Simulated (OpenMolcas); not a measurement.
## Cr³⁺: the spin-orbit constant, Racah parameters, worked from levels

```
Program             : OpenMolcas 26.06
Basis               : ANO-RCC-VTZP [6s5p3d2f1g]
Scalar Hamiltonian  : X2C, point nucleus
Active space        : 3 electrons in 5 orbitals (3d)
State averaging     : 2S+1 = 4 even, 10 roots; 2S+1 = 2 even, 40 roots (35 in the spin-orbit step)
Spin-orbit coupling : RASSI with atomic mean-field integrals over the reference wave functions, term energies averaged over their components
```

Methods: CASSCF; SS-CASPT2, IPEA 0.25 Eh, imaginary shift 0.1 Eh (closed shells correlated: 3s 3p). Measured levels: Sugar and Corliss, J. Phys. Chem. Ref. Data 6, 317 (1977).

**The spin-orbit constant.** For the Hund term 4F of d3, E(J) = (A/2) J(J+1) + constant and ζ = 2S·A = 3A. From J = 3/2 to J = 9/2 the energy changes by 10.5 A.

```json
{"Source": "CASSCF", "E(9/2) - E(3/2)": "999.9", "A": "95.2", "ζ": "286"}
{"Source": "SS-CASPT2", "E(9/2) - E(3/2)": "1000.8", "A": "95.3", "ζ": "286"}
{"Source": "measured", "E(9/2) - E(3/2)": "945.6", "A": "90.1", "ζ": "270"}
```

All in cm-1. SS-CASPT2 is off by +5.8 % and CASSCF by +5.7 %. Both methods take the spin-orbit matrix elements from the reference wave functions, so the second can move ζ only through the term energies and any multistate remixing. Second-order mixing with other terms is absorbed into this ζ.

**Racah parameters.** Above 4F, d3 has 4P at 15B, 2G at 4B + 3C and 2H at 9B + 3C. The first two fix B and C, and the third tests them; where it misses by thousands of cm-1, two parameters do not describe the configuration (Trees and configuration-interaction terms are left out) and B and C hang on the terms chosen. Term energies are centres of gravity, weighted by 2J + 1.

```csv
Source,4P,2G,B,C,C/B,"2H from B, C",2H found
CASSCF,17502,17792,1167,4375,3.75,23628,23581
SS-CASPT2,14394,14861,960,3674,3.83,19662,20855
measured,13758,14699,917,3677,4.01,19284,20658
```

Energies in cm-1. From CASSCF to SS-CASPT2, B changes by -17.7 % and C by -16.0 %. Against the measured terms, SS-CASPT2 has B off by +4.7 % and C by -0.1 %.

Term energies are means over components that CASPT2 splits; among the terms shown or strongly mixed into the levels shown the widest spread is 840 cm-1 (3d3 4F, SS-CASPT2). Some high roots are left out of the spin-orbit mixing, which shifts the levels that they would mix with. Without dynamic correlation excited terms often stand tens of per cent too high (terms of higher spin than the ground term too low), and those without a measured partner can miss by more than the paired ones (holds for CASSCF). Computed and measured levels are paired by configuration, term and J; levels that our copy of the source lacks, or whose pairing is in doubt (as where it misses far off the trend of its configuration), stay unpaired and out of the deviations. Only configurations of the active space appear.
